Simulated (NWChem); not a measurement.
hydronium (H3O cation); SMILES [OH3+]

```xyz
4

O      0.0000     0.0000     0.0788
H      0.6693     0.6693    -0.2074
H      0.2450    -0.9143    -0.2074
H     -0.9143     0.2450    -0.2074
```
Atoms are numbered in this order, from 1.

Computed with NWChem. Pople sets run with spherical d functions. Structure relaxed at the B3LYP/6-31G* (spherical d) level. GIAO values for the isolated, static molecule; σ is the absolute isotropic shielding.

Task: What does the run give for PBE/6-311G**? Quantities: σ O1 (ppm); σ H2 (ppm).

Result: 
| Property | Result |
|---|---|
| σ O1 (ppm) | 304.6 |
| σ H2 (ppm) | 24.77 |
